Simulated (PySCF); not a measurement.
**Dipole moment and polarisability of `C#C/C=C\C(C=C)=C/C`**

Compound: C9H10.
Numbering: `[CH:1]#[C:2]/[CH:3]=[CH:4]\[C:5]([CH:6]=[CH2:7])=[CH:8]/[CH3:9]` (hydrogens: H10 on C1; H11 on C3; H12 on C4; H13 on C6; H14, H15 on C7; H16 on C8; H17, H18, H19 on C9)

Cartesian coordinates in Å at the PBE0-D3(BJ)/def2-SVP level; atoms count from 1:
```xyz
19
C9H10 angstrom
C      0.3168    1.6150   -3.2172
C     -0.0820    0.5788   -2.7223
C     -0.5535   -0.6738   -2.2506
C     -0.6528   -1.1209   -0.9757
C     -0.3456   -0.4296    0.2712
C     -0.0939    1.0253    0.2493
C      0.8416    1.6509    0.9704
C     -0.3282   -1.0896    1.4586
C     -0.5118   -2.5433    1.7180
H      0.6800    2.5402   -3.6242
H     -0.8568   -1.3680   -3.0426
H     -1.0163   -2.1460   -0.8727
H     -0.7315    1.6152   -0.4168
H      0.9476    2.7381    0.9343
H      1.5420    1.0993    1.6051
H     -0.1546   -0.4749    2.3490
H     -0.7506   -3.1305    0.8221
H      0.4076   -2.9703    2.1556
H     -1.3090   -2.7098    2.4615
```

Level: B3LYP/def2-SVPD (PySCF), static field, nuclei fixed, core orbitals frozen in the response. The polarisability tensor in these axes (au):

```
x    78.92  19.69  -0.17
y    19.69 132.54 -34.47
z    -0.17 -34.47 155.44
```

Diagonalise the tensor; give its mean and Δα, where Δα² is half the sum of the squared differences of the eigenvalues.

Principal values 70.84, 114.38 and 181.68 au; mean 122.30 au = 18.12 Å³ = 20.16 × 10⁻⁴⁰ C²·m²/J; Δα = 96.73 au (79 % of the mean).

What is the dipole moment, and where does it point?

(-0.10, -0.80, 0.88) D, 1.19 D in size, pointing from the negative to the positive side. Measured along this direction, the outermost atoms are H10 at the negative end and H19 at the positive end.

Refractivity n − 1 of an ideal gas of it at 400 K and 1 atm, from the electronic α?

N = p/kT = 1.8347 × 10¹⁹ cm⁻³, so n − 1 = 2π × N × 18.12 × 10⁻²⁴ cm³ = 2089 × 10⁻⁶ at long wavelengths.

Estimate the molar refractivity from the static electronic polarisability.

Lorentz–Lorenz: R = (4π/3)N_A α = 2.5225 cm³/(mol·Å³) × 18.12 Å³ = 45.7 cm³/mol, in the limit of long wavelengths.

Find the Langevin capture rate constant for H3O+ (19.018 u) meeting this molecule (118.078 u), k = 2.342 × 10⁻⁹ cm³/s × √(α in Å³ / reduced mass in u).

The reduced mass is 16.38 u, so k = 2.46 × 10⁻⁹ cm³/s. The formula leaves out the permanent dipole, which adds to the capture rate.

How large is μ²/3kT at 500 K beside α?

In Gaussian units μ²/3kT = 6.88 Å³ against 18.12 Å³, a ratio of 0.38; the Debye molar polarisation (4π/3)N_A(α + μ²/3kT) is 63.1 cm³/mol, leaving out the vibrational part.

The structure is a single PBE0-D3(BJ)/def2-SVP conformer in the gas phase; no vibrational or solvent corrections.
